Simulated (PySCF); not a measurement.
# Dipole moment and polarisability of `C=CC(=C)[C@@H](F)CF`

C6H8F2.
Numbering: `[CH2:1]=[CH:2][C:3](=[CH2:4])[C@@H:5]([F:6])[CH2:7][F:8]` (hydrogens: H9, H10 on C1; H11 on C2; H12, H13 on C4; H14 on C5; H15, H16 on C7)

Cartesian coordinates in Å at the GFN2-xTB level; atoms count from 1:
```xyz
16
C6H8F2 angstrom
C      0.1272   -1.5646   -1.4324
C     -0.8560   -0.7965   -0.9760
C     -0.7198    0.4014   -0.1581
C     -1.7860    1.0854    0.2541
C      0.6772    0.8400    0.2147
F      0.6710    2.1538    0.6364
C      1.2641   -0.0321    1.3308
F      2.6053   -0.2398    1.1351
H     -0.0844   -2.4309   -2.0353
H      1.1683   -1.3760   -1.2341
H     -1.8800   -1.0503   -1.2174
H     -2.7833    0.7797   -0.0110
H     -1.6923    1.9752    0.8512
H      1.3408    0.8123   -0.6589
H      1.1498    0.4689    2.2965
H      0.7904   -1.0174    1.3521
```

Level: PBE0/def2-SVPD (PySCF), static field, nuclei fixed, core orbitals frozen in the response. The polarisability tensor in these axes (au):

```
x    83.89 -14.24  -3.97
y   -14.24  78.84  15.51
z    -3.97  15.51  66.83
```

Task: What are the eigenvalues, a third of the trace, and Δα (Δα² = ½Σ(αi − αj)² over the three pairs)?

Result: Principal values 55.21, 73.19 and 101.15 au; mean 76.52 au = 11.34 Å³ = 12.62 × 10⁻⁴⁰ C²·m²/J; Δα = 40.10 au (52 % of the mean).

Task: What is the dipole moment, and where does it point?

Result: (-1.93, -1.33, -0.36) D, 2.37 D in size, pointing from the negative to the positive side. Measured along this direction, the outermost atoms are F8 at the negative end and H11 at the positive end.

Task: Molar refractivity from α?

Result: Lorentz–Lorenz: R = (4π/3)N_A α = 2.5225 cm³/(mol·Å³) × 11.34 Å³ = 28.6 cm³/mol, in the limit of long wavelengths.

Task: Directions of the eigenvectors, and the extent of the frame along each?

Result: Largest value along (-0.64, 0.67, 0.38), where the nuclei span 5.07 Å; middle along (0.74, 0.41, 0.53), 4.91 Å; least along (-0.20, -0.62, 0.76), 2.77 Å. The response follows the extents in order.

Task: Rayleigh depolarisation ratio (linearly polarised light, static tensor)?

Result: ρ = 3Δα²/(45ᾱ² + 4Δα²) = 4823.1/(263481 + 6430.8) = 0.0179.

Task: What would n − 1 = 2πNα be for an ideal gas of these molecules at 500 K and 1 atm, electronic part alone?

Result: N = p/kT = 1.4678 × 10¹⁹ cm⁻³, so n − 1 = 2π × N × 11.34 × 10⁻²⁴ cm³ = 1046 × 10⁻⁶ at long wavelengths.

Task: Find the Langevin capture rate constant for NO+ (29.998 u) meeting this molecule (118.059 u), k = 2.342 × 10⁻⁹ cm³/s × √(α in Å³ / reduced mass in u).

Result: The reduced mass is 23.92 u, so k = 1.61 × 10⁻⁹ cm³/s. The formula leaves out the permanent dipole, which adds to the capture rate.

One conformer (not necessarily the lowest) at the GFN2-xTB geometry, without solvent, vibrations or thermal averaging.

The run behind these numbers computed excited states as well. The run took about 1.9 min of CPU time (with the writing of density and orbital grids) (one thread, shared machine).
